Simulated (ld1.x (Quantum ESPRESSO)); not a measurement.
## Ru (Z = 44): excitation energies, all-electron against TM

- Element: Ru (Z = 44)
- Generator: ld1.x (Quantum ESPRESSO) 7.5
- Type: norm-conserving Troullier–Martins (Kleinman–Bylander form)
- Functional: PBEsol
- Relativity: scalar-relativistic
- Frozen core: [Ar] 3d10 4s2
- Valence charge: 14
- Reference configuration: 4p6 4d7 5s1 5p0
- Partial waves: 5s (bound): rc 3.00 bohr; 4p (bound): rc 1.70 bohr; 4d (bound): rc 1.40 bohr
- Local potential: the d channel
- Core correction: a·sin(br)/r model core inside 1.30 bohr

Energies are relative to the spin-unpolarised reference configuration 4p6 4d7 5s1 5p0; without spin polarisation the order of configurations can differ from experiment.

```json
{"valence configuration": "4p6 4d7 5s0 5p0", "charge": "+1", "ΔE all-electron (eV)": "7.299", "error AE − PS (meV)": "-11"}
{"valence configuration": "4p6 4d5 5s0 5p0", "charge": "+3", "ΔE all-electron (eV)": "56.092", "error AE − PS (meV)": "-6.8"}
{"valence configuration": "4p6 4d7.5 5s0.5 5p0", "charge": "0", "ΔE all-electron (eV)": "-0.313", "error AE − PS (meV)": "-4.5"}
{"valence configuration": "4p6 4d8 5s0 5p0", "charge": "0", "ΔE all-electron (eV)": "-0.331", "error AE − PS (meV)": "-15"}
{"valence configuration": "4p6 4d7 5s0 5p1", "charge": "0", "ΔE all-electron (eV)": "3.519", "error AE − PS (meV)": "+15"}
{"valence configuration": "4p6 4d4 5s0 5p0", "charge": "+4", "ΔE all-electron (eV)": "100.582", "error AE − PS (meV)": "-35"}
```

Question: What are ΔE and the potential's error for 4p6 4d6 5s0 5p0?

Answer: ΔE = 25.483 eV all-electron; the error (AE − PS) is -4.1 meV.

Note: ghost state, extra bound levels that the all-electron valence spectrum of the same l lacks: s at -101.8 eV. A true bound ghost makes a file unfit for plane-wave use.
